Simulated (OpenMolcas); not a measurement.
A run on Re2+ among 5 point charges of -2 e arranged as a trigonal bipyramid (D3h), 2.37 Å from the ion, with the axial distance 2.631 Å.

| Property | Result |
| --- | --- |
| Program | OpenMolcas 26.06 |
| Method | CASSCF |
| Basis | ANO-RCC-VDZP [7s6p4d2f1g] |
| Scalar Hamiltonian | DKH2, point nucleus |
| Active space | 5 electrons in 5 orbitals (5d) |
| State averaging | 2S+1 = 6 even, 1 root; 2S+1 = 4 even, 24 roots; 2S+1 = 2 even, 75 roots |
| Spin-orbit coupling | RASSI with atomic mean-field integrals over the reference wave functions |

68 basis functions. Blocks (2S+1, parity, CSFs, roots kept): 6, even, 1, 1; 4, even, 24, 24; 2, even, 75, 75.

How long do the RASSCF and RASSI steps take on 1 thread of Arm Neoverse V1 (shared host)?

About 33 s of wall time, without the integral step.
